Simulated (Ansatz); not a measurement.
Isolated molecules relaxed with PBE0-D4/def2-TZVP in Ansatz; ΔE leaves out vibrations. CBS: MP2 limit from def2 TZ/QZ plus the TZ coupled-cluster correction, frozen cores. This one scheme is used for every species. For Br outer-core shells are correlated without core-valence functions, which leaves a few kJ/mol of doubt a bond. Scalar relativity is left out up to krypton. Each species was taken in one conformer, which may not be the lowest.

Reaction (ligand exchange at the Si–C bond): `CN[SiH](C)O` + HBr → `CN[SiH](O)Br` + CH₄

`CN[SiH](C)O`:

```xyz
14

C     1.340    0.282    1.353
N    -0.001    0.684    0.993
Si   -0.959   -0.004   -0.244
C    -0.118   -0.114   -1.897
O    -1.363   -1.574    0.084
H     2.107    0.979    0.995
H     1.457    0.180    2.438
H     1.560   -0.696    0.919
H    -0.308    1.543    1.417
H    -2.163    0.874   -0.288
H     0.136    0.882   -2.269
H     0.805   -0.696   -1.826
H    -0.763   -0.604   -2.630
H    -1.731   -1.736    0.954
```

HBr:

Z-matrix (Å, degrees):
```
Br
H 1 1.420
```

`CN[SiH](O)Br`:

```xyz
11

C     1.486    0.380   -0.094
N     0.434   -0.596   -0.306
Si   -1.223   -0.271   -0.128
O    -1.566    0.245    1.387
Br   -1.966    1.402   -1.394
H     1.737    0.938   -1.003
H     1.164    1.104    0.657
H     2.393   -0.100    0.280
H     0.680   -1.322   -0.962
H    -1.946   -1.496   -0.532
H    -1.194   -0.284    2.096
```

CH₄:

Cartesian coordinates in Å:
```
C 0.000 0.000 0.000
H -0.289 -0.929 -0.491
H 1.022 -0.087 0.369
H -0.673 0.194 0.835
H -0.060 0.821 -0.713
```

| species | CCSD(T)/CBS(def2) energy (Eh) |
| --- | --- |
| `CN[SiH](C)O` | -500.56717 |
| HBr | -2573.91920 |
| `CN[SiH](O)Br` | -3034.06616 |
| CH₄ | -40.46206 |

Problem. Work out ΔE.

Solution. ΔE = (-3034.06616) + (-40.46206) − (-500.56717) − (-2573.91920) = -0.04185 Eh = -26.3 kcal/mol.

Largest T1 diagnostic among the species: 0.010.

In def2-TZVPP, CCSD(T) changes the Hartree–Fock value by +2.4 kcal/mol (the triples alone add −0.0 kcal/mol) and MP2 by +0.8 kcal/mol.
